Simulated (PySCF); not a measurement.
Computed shifts of a molecule C3H2ClF3, HF/pcSseg-1 (PySCF), GIAO, gas phase, atoms alike by connectivity averaged where their shifts nearly agree, in ppm (number of nuclei): ¹⁹F: -98.7 (1), -100.9 (1), -113.2 (1). ¹³C: 161.9 (1), 126.7 (1), 104.2 (1). ¹H: 7.46 (1), 5.87 (1). References: ¹⁹F against CFCl3 (σ = 238.5 ppm); ¹³C against TMS (σ = 192.6 ppm); ³⁵Cl against HCl (σ = 958.2 ppm); ¹H against TMS (σ = 31.99 ppm), references at their B3LYP-D3(BJ)/def2-TZVP geometries, non-relativistic (without spin–orbit terms, shifts of atoms bonded to Cl or Br come out too high). Geometry optimised at B3LYP-D3(BJ)/def2-SVP. The values are those of a single conformer.

**Question.** Which molecule gave these data?
A) F/C(Cl)=C\C(F)F
B) F/C=C(/Cl)C(F)F
C) C=C(Cl)C(F)(F)F
D) F/C(=C\Cl)C(F)F

**Answer.** B, F/C=C(/Cl)C(F)F
